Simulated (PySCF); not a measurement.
Ge₃H₁₀OSi.
Bonds: Ge1–O2, O2–Si3, Si3–Ge4, Ge4–Ge5. Hydrogens: H6, H7, H8 on Ge1; H9, H10 on Si3; H11, H12 on Ge4; H13, H14, H15 on Ge5.

Theory: PBE0-D3(BJ)/def2-SVP geometry optimisation, gas phase in PySCF 2.14.0.

What internal coordinates does the optimisation give?

| bond | length (pm) | order |
| --- | --- | --- |
| Ge1–O2 | 178.2 | single |
| O2–Si3 | 166.1 | single |
| Si3–Ge4 | 238.7 | single |
| Ge4–Ge5 | 242.4 | single |
| Ge1–H6, Ge1–H7, Ge1–H8 | 153.8 | single |
| Si3–H9, Si3–H10 | 149.6 | single |
| Ge4–H11, Ge4–H12 | 154.3 | single |
| Ge5–H13, Ge5–H14, Ge5–H15 | 154.1 | single |

Bonds in one row agree within 1 pm and their mean is given. Orders are formal, as drawn. A selection of angles:
| angle | degrees |
| --- | --- |
| O2–Ge1–H6 | 107.9 |
| O2–Ge1–H7 | 106.2 |
| H6–Ge1–H7 | 111.8 |
| Ge1–O2–Si3 | 135.7 |
| O2–Si3–Ge4 | 108.8 |
| O2–Si3–H9 | 111.2 |
| O2–Si3–H10 | 107.9 |
| Ge4–Si3–H9 | 111.4 |
| Ge4–Si3–H10 | 109.0 |
| H9–Si3–H10 | 108.5 |
| Si3–Ge4–Ge5 | 106.6 |
| Si3–Ge4–H11 | 111.5 |
| Ge5–Ge4–H11 | 109.7 |
| H11–Ge4–H12 | 108.0 |
| Ge4–Ge5–H13 | 112.0 |
| Ge4–Ge5–H14 | 110.1 |
| H13–Ge5–H14 | 108.8 |
| H13–Ge5–H15 | 108.3 |

Torsions: Ge1–O2–Si3–Ge4 -56° (synclinal); O2–Si3–Ge4–Ge5 -40° (synclinal). The mirror-image conformer, all signs reversed, is as good.

O2 (oxygen bonded to Ge and Si) is bent (angle 135.7°). Ge5 (germanium bonded to Ge and 3 H) is tetrahedral (angles from 108.1° to 112.0°). Si3 (oxygen-bound silicon) is tetrahedral (angles from 107.9° to 111.4°). Ge4 (germanium bonded to Ge, Si and 2 H) is tetrahedral (angles from 106.6° to 112.3°). Ge1 (germanium bonded to O and 3 H) is tetrahedral (angles from 106.2° to 111.8°).

Point group: C1 (no symmetry element, even within 0.4 Å). PBE0-D3(BJ)/def2-SVP frequencies: not computed here. The numbers are those of one conformer.

On an Arm Neoverse V1 with one thread, no GPU, on a shared host, this took 5.8 min of wall time and 0.99 GiB of memory at its peak. These figures are those of the optimisation.
